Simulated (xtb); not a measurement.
Species: H₄S₄Si, SMILES `S[Si](S)(S)S` (charge 0, multiplicity 1).

### Question
Give a relaxed geometry from GFN2-xTB run with xtb.

### Answer
This is not unique; one that fits is the end point of this relaxation, one of several conformers (outside a Z-matrix the atoms follow the SMILES, hydrogens last).
Bonded distances (Å): S1–Si2 2.158, S1–H6 1.323, Si2–S3 2.158, Si2–S4 2.158, Si2–S5 2.158, S3–H7 1.323, S4–H8 1.323, S5–H9 1.323. Angles (°): Si2–S1–H6 95.7, S1–Si2–S3 107.3, S1–Si2–S4 107.3, S1–Si2–S5 113.9, S3–Si2–S4 113.9, S3–Si2–S5 107.3, S4–Si2–S5 107.3, Si2–S3–H7 95.7, Si2–S4–H8 95.7, Si2–S5–H9 95.7.
